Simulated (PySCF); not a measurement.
Magnetic susceptibility: `C=CC[Si](O)(O)C=C`, C5H10O2Si

Geometry:
```tsv
atom	x (Å)	y (Å)	z (Å)
C1	2.768	0.505	-0.417
C2	2.009	-0.529	-0.105
C3	0.849	-1.002	-0.908
Si4	-0.807	-0.689	-0.010
O5	-0.753	-1.585	1.346
O6	-2.094	-1.261	-0.850
C7	-1.003	1.155	0.355
C8	-2.060	1.889	0.044
H9	2.603	1.079	-1.315
H10	3.588	0.822	0.205
H11	2.189	-1.085	0.805
H12	0.852	-0.509	-1.881
H13	0.946	-2.075	-1.078
H14	-1.566	-1.862	1.762
H15	-2.308	-0.897	-1.703
H16	-0.176	1.642	0.856
H17	-2.128	2.942	0.274
H18	-2.918	1.464	-0.453
```

The calculation used PySCF 2.14.0, GIAO BHandHLYP/pcSseg-1 magnetisability, rotational g tensor and spin-rotation constants, non-relativistic, gas phase. Geometry: GFN2-xTB.

Q: How diamagnetic is it, and how anisotropic?

A: Isotropic -1312 × 10⁻³⁰ J/T², or -79.0 × 10⁻⁶ cm³/mol; principal values -1439, -1256, -1241 × 10⁻³⁰ J/T², anisotropy 190 × 10⁻³⁰ J/T² (root of half the summed squared differences of the principal values). The susceptibility is in cgs units.

Q: Split it along the inertial axes a, b, c into diamagnetic and paramagnetic parts about the centre of mass, with the quadrupole moment.

A: 
```tsv
axis	χ (10⁻⁶ cm³/mol)	diamagnetic (10⁻⁶ cm³/mol)	paramagnetic (10⁻⁶ cm³/mol)	summed x² of all electrons (Å²)	quadrupole Θ (D Å)
a	-80.4	-682.6	602.2	210.1	-1.57
b	-76.0	-1106.8	1030.8	110.1	-2.10
c	-80.7	-1358.4	1277.6	50.8	+3.67
```
Anisotropies 2χaa − χbb − χcc = -4.0 and 2χbb − χaa − χcc = +9.1 × 10⁻⁶ cm³/mol. Θ is traceless in Buckingham's convention.

Q: And the rotational g tensor?

A: 
```csv
axis,rotational constant (GHz),g,nuclear part,electronic part
a,2.1408,-0.0158,0.5899,-0.6057
b,1.2187,-0.0113,0.5788,-0.5902
c,0.9745,-0.0084,0.5765,-0.5849
```
Asymmetric top; isotopes 12C, 1H, 16O, 28Si; no vibrational averaging.
